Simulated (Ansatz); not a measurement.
Start from `[SiH3]CC(Cl)Cl` and change one atom or group to get `FC(Cl)Cl`.

Ansatz, PBE0-D4/def2-TZVP geometries, multiplicity 1. Each molecule was computed in one conformer, which needn't be the lowest.

```json
{"property": "HOMO energy (PBE/def2-TZVPP) / eV", "`[SiH3]CC(Cl)Cl`": "-7.20"}
{"property": "LUMO energy (ωB97M-V/def2-TZVPP) / eV", "`[SiH3]CC(Cl)Cl`": "1.87"}
{"property": "HOMO energy (ωB97M-V/def2-TZVPP) / eV", "`[SiH3]CC(Cl)Cl`": "-10.86"}
{"property": "LUMO energy (PBE0/def2-TZVPP) / eV", "`[SiH3]CC(Cl)Cl`": "-0.12"}
{"property": "HOMO energy (PBE0/def2-TZVPP) / eV", "`[SiH3]CC(Cl)Cl`": "-8.60"}
{"property": "size of the dipole moment (PBE/def2-TZVPP) / D", "`[SiH3]CC(Cl)Cl`": "1.59"}
```

Question: Give the same properties after the change, and the shifts. (Best estimate.)

Answer: The calculation gave: 
```tsv
property	`FC(Cl)Cl`	shift
HOMO energy (PBE/def2-TZVPP) / eV	-7.67	-0.47
LUMO energy (ωB97M-V/def2-TZVPP) / eV	1.94	0.07
HOMO energy (ωB97M-V/def2-TZVPP) / eV	-11.40	-0.54
LUMO energy (PBE0/def2-TZVPP) / eV	-0.28	-0.16
HOMO energy (PBE0/def2-TZVPP) / eV	-9.13	-0.53
size of the dipole moment (PBE/def2-TZVPP) / D	1.16	-0.43
```

With PBE0 the HOMO falls by 0.53 eV and the LUMO falls by 0.16 eV, so the gap widens by about 0.37 eV. PBE moves the HOMO by -0.47 eV and ωB97M-V by -0.54 eV. Dipoles are sizes alone; their direction can turn.
